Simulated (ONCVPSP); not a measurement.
Which change was made? (S, ONCV)

* Element: sulfur (S)
* Generator: ONCVPSP 4.0.1
* Type: optimised norm-conserving Vanderbilt (ONCV)
* Functional: PBE
* Relativity: scalar-relativistic
* Frozen core: [He]
* Valence charge: 14
* Reference configuration: 2s2 2p6 3s2 3p3 (charge +1)
* Partial waves: 2s+3s: rc 0.40 bohr, ncon 4, nbas 8, qcut 35.3 1/bohr, 2 projectors; 2p+3p: rc 0.70 bohr, ncon 4, nbas 8, qcut 15.9 1/bohr, 2 projectors
* Local potential: polynomial inside 0.30 bohr (lpopt 5, dvloc0 1 Ha)
* Core correction: Teter function, fcfact 3.5, rcfact 1.05

Cutoffs, loose and tight: the cutoffs (Ha) at which the residual kinetic energy of the hardest occupied pseudo-wave falls to 1 and 0.1 mHa per electron. They do not see the model core or the augmentation charge, which bear on the density cutoff. Test errors are all-electron minus pseudo excitation energies from the reference, over the configurations 2s2 2p6 3s2 3p4; 2s2 2p6 3s2 3p2; 2s2 2p6 3s2 3p1; 2s2 2p6 3s1 3p5; variants that change the core or the reference have their own tests.

The base gives: outcome: generated; cutoff, loose: 272 Ha; cutoff, tight: 406 Ha; bound ghosts: none; GHOST(+) flags above zero: none; largest test error (meV): +5.3.

**Question.** After one change the result is: outcome: generated; cutoff, loose: 618 Ha; cutoff, tight: 722 Ha; bound ghosts: none; GHOST(+) flags above zero: none; largest test error (meV): +3.9. Which change was it?
A. p: rc 0.62
B. p: rc 0.56
C. p: rc 0.5

**Answer.** B. The others give: p: rc 0.62 → outcome: generated; cutoff, loose: 463 Ha; cutoff, tight: 559 Ha; bound ghosts: none; GHOST(+) flags above zero: none; largest test error (meV): +4.7 | p: rc 0.5 → outcome: generated; cutoff, loose: 811 Ha; cutoff, tight: 1070 Ha; bound ghosts: none; GHOST(+) flags above zero: none; largest test error (meV): +2.7.
